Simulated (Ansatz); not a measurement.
Gas-phase electronic energies from Ansatz, PBE0-D4/def2-TZVP geometries. CCSD(T)/CBS is the MP2 limit (def2-TZVPP, def2-QZVPP) plus CCSD(T) − MP2 in def2-TZVPP, frozen cores. This one scheme is used for every species. DFT in def2-TZVPP. HSE06 is defined as in plane-wave codes. def2 core potentials past Kr. For Ge, Sb outer-core shells are correlated without core-valence functions, which leaves a few kJ/mol of doubt a bond. Scalar relativity is left out up to krypton. One conformer a species, not always the lowest.

Consider the cleavage of the Sb–Ge bond: `C#[C][GeH2][SbH2]` + `C=C=N` → `C=C=[N][SbH2]` + `C#[C][GeH3]`.

`C#[C][GeH2][SbH2]`:

```xyz
9

C     1.057    1.593   -1.849
C     0.645    1.141   -0.809
Ge   -0.008    0.347    0.790
Sb   -0.135   -2.235    0.360
H     1.421    2.002   -2.763
H     0.993    0.653    1.916
H    -1.368    0.979    1.119
H    -1.561   -2.026   -0.555
H    -1.044   -2.454    1.792
```

`C=C=N`:

Cartesian coordinates in Å:
```
C 0.920 -0.290 -0.105
C -0.277 0.158 0.162
N -1.348 0.620 0.510
H 1.215 -1.279 0.217
H 1.619 0.321 -0.659
H -2.129 0.470 -0.124
```

`C=C=[N][SbH2]`:

Cartesian coordinates in Å:
```
C -0.005 0.932 -1.613
C 0.413 0.570 -0.422
N 0.825 0.297 0.681
Sb 0.444 -1.513 1.613
H -0.929 1.484 -1.718
H 0.579 0.694 -2.491
H -0.200 -0.737 2.992
H -1.127 -1.727 0.957
```

`C#[C][GeH3]`:

Cartesian coordinates in Å:
```
C -1.246 -0.545 1.472
C -0.496 -0.217 0.587
Ge 0.684 0.299 -0.808
H -1.908 -0.834 2.255
H 1.324 1.642 -0.438
H 1.763 -0.779 -0.962
H -0.121 0.434 -2.106
```

| level | ΔE (kJ/mol) | difference from CCSD(T)/CBS |
| --- | --- | --- |
| LDA (SPW92) | 56.2 | 8.9 |
| revPBE-D4 | 46.7 | -0.6 |
| r2SCAN-D4 | 48.0 | 0.7 |
| PBE0-D4 | 54.5 | 7.2 |
| HSE06-D4 | 54.7 | 7.4 |
| ωB97M-V | 47.5 | 0.2 |
| revPBE | 49.5 | 2.2 |
| BLYP | 41.4 | -5.9 |
| r2SCANh | 49.6 | 2.3 |
| HSE06 | 53.8 | 6.5 |
| CAM-B3LYP | 41.0 | -6.3 |
| CCSD(T)/def2-SVP | 50.7 | 3.4 |
| SCS-MP2/def2-TZVPP | 36.9 | -10.4 |
| CCSD/def2-TZVPP | 44.5 | -2.8 |
| SCS-MP2/def2-QZVPP | 37.9 | -9.4 |
| HF/CBS(def2) | 34.4 | -12.9 |
| CCSD(T)/CBS | 47.3 | 0 |

Largest T1 diagnostic among the species: 0.015.

In def2-TZVPP, CCSD(T) changes the Hartree–Fock value by +6.5 kJ/mol (the triples alone add −0.8 kJ/mol) and MP2 by +5.1 kJ/mol. At CCSD(T), def2-SVP lies +3.4 kJ/mol from the extrapolated value and def2-TZVPP −3.6 kJ/mol.
